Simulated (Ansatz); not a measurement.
CH₃BCl₂, SMILES `ClBCCl` at its PBE0-D4/def2-TZVP geometry, where that method's forces vanish. Total charge 0; spin multiplicity 1.

```xyz
7

Cl    1.6987   -0.9030    1.1910
B     0.4561   -0.7282   -0.0182
C    -0.5914    0.4256    0.0909
Cl    0.2195    1.5459   -1.0667
H     0.4571   -1.4849   -0.9365
H    -1.5798    0.2091   -0.3095
H    -0.6602    0.9355    1.0490
```

Question: What forces (eV/Å) does PBE-D4/def2-TZVPP give on these atoms in the Gaussian-basis code of Ansatz? (An estimate is asked.)

Answer: The calculation gave: 
```
Cl1  0.160 -0.031  0.153
B2  -0.036  0.024 -0.069
C3  -0.047 -0.148  0.112
Cl4  0.169  0.188 -0.219
H5   0.004 -0.096 -0.112
H6  -0.218 -0.044 -0.069
H7  -0.032  0.107  0.205
```
